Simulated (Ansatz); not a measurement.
[MoO3Cl]- (MoClO₃⁻) was relaxed with r2SCAN-D4 (def2-SVPD) in Ansatz in these states: charge -1 singlet, neutral doublet. The geometries follow in no particular order.

In the def2 sets Mo takes a core potential; there is no spin–orbit coupling.

A:

| atom | x (Å) | y (Å) | z (Å) |
| --- | --- | --- | --- |
| Mo1 | 0.050 | -0.006 | -0.054 |
| O2 | 0.633 | -1.553 | 0.768 |
| O3 | -0.404 | -0.452 | -1.626 |
| O4 | 1.395 | 1.025 | -0.127 |
| Cl5 | -1.675 | 0.986 | 1.040 |

B:

| atom | x (Å) | y (Å) | z (Å) |
| --- | --- | --- | --- |
| Mo1 | 0.050 | 0.035 | -0.114 |
| O2 | 1.612 | 0.728 | 0.133 |
| O3 | 0.189 | -1.354 | -1.129 |
| O4 | -0.985 | 1.196 | -0.863 |
| Cl5 | -0.866 | -0.605 | 1.974 |

Question: Judge from the bond lengths which geometry belongs to which state (an estimate).

Answer: A is the neutral doublet (Mo1–O2 1.847 Å, Mo1–Cl5 2.271 Å, Mo1–O4 1.696 Å); B is the charge -1 singlet (Mo1–O2 1.726 Å, Mo1–Cl5 2.368 Å, Mo1–O4 1.726 Å).
